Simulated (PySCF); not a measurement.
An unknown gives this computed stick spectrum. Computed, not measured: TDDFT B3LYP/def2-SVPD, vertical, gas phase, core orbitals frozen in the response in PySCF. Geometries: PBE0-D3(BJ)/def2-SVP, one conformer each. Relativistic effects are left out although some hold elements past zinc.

| state | ν̃ (cm⁻¹) | f | main configurations (H = HOMO, L = LUMO) |
| --- | --- | --- | --- |
| S1 | 45580 | 0.041 | H→L+2 (95%) |
| S2 | 45930 | 0.042 | H→L/L+1 (≥91%) |
| S3 | 45960 | 0.043 | H→L/L+1 (≥91%) |
| S4 | 48400 | 0.0074 | H→L+3 (97%) |
| S5 | 50010 | 0.0079 | H→L+4 (92%) |
| S6 | 50070 | 0.0082 | H→L+5 (92%) |

Orbital energies (eV): HOMO-3 -9.33, HOMO-2 -8.16, HOMO-1 -8.16, HOMO -7.01, LUMO -0.49, LUMO+1 -0.48, LUMO+2 -0.46.

Question: Which candidate is it?
A. `c1cc[pH]c1`
B. `[GeH3][P]([GeH3])[GeH3]`
C. `C=CP1C=C1`

Answer: B. Its S1, at 5.65 eV, is the highest among the candidates; the nearest of the others has S1 at 4.66 eV. S1 is HOMO→LUMO+2 (95%). Löwdin shares by element: HOMO phosphorus 60%, germanium 27%; LUMO (one of a set within 0.03 eV) germanium 35% or more, phosphorus 30%, hydrogen 8% or more (atoms not listed hold the other 28%). At the same level the other candidates give, for their lowest levels:
- `c1cc[pH]c1`: 4.66 eV (f 0.040); 4.95 eV (f 0.099); 6.10 eV (f 0.005); 6.26 eV (f 0.005); 6.57 eV (f 0.003); T1 3.04 eV; HOMO -6.60, LUMO -1.44 eV
- `C=CP1C=C1`: 4.45 eV (f 0.005); 5.08 eV (f 0.000); 5.12 eV (f 0.042); 6.08 eV (f 0.157); 6.41 eV (f 0.004); T1 3.77 eV; HOMO -6.55, LUMO -1.07 eV

Orbitals of the list HOMO-3 to LUMO+2 that lie within 0.01 eV of each other are written together with a slash and their weights summed (≥ marks a lower bound); for degenerate orbitals outside that list single weights are arbitrary.
Triplets come from the Tamm–Dancoff approximation.
